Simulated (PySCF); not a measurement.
## How methods differ on the ionisation energy of Zr³¹⁺

Zr³¹⁺ [He] 2s2 2p5 (2P) → Zr³²⁺ [He] 2s2 2p4 (3P), as a difference of total energies. All numbers are calculated (PySCF 2.14, the spin-free X2C one-electron Hamiltonian (Gaussian nucleus), in an uncontracted even-tempered set (20 s from 9.9 bohr⁻², ratio 2.2; 12 p from 13 bohr⁻², ratio 2.2; 6 d from 58 bohr⁻², ratio 2.4; 5 f from 87 bohr⁻², ratio 2.4; 4 g from 130 bohr⁻², ratio 2.4)). Correlated levels: nothing frozen; virtual orbitals above 40 to 60 times the deepest correlated orbital energy dropped. The calculations carry no spin-orbit coupling.

| method | ionisation energy (eV) |
| --- | --- |
| UHF | 3972.2 |
| LDA | 3971.0 |
| PBE | 3972.6 |
| PBE0 | 3973.0 |
| r2SCAN | 3975.2 |
| M06-2X | 3973.5 |
| BHandHLYP | 3973.6 |
| MP2 (all electrons) | 3973.9 |
| SCS-MP2 (all electrons) | 3973.9 |

Spin-orbit coupling is strong in these open shells (close to jj coupling). The scalar numbers leave it out and a first-order estimate fails, so it can dominate the gap to the real levels.

For this ion Breit and QED terms and the two-electron picture change, all absent here, outweigh the differences among the correlated methods.

For comparison: 3950 ± 7 eV (semi-empirical (NIST evaluation); NIST Atomic Spectra Database, ionization energies).
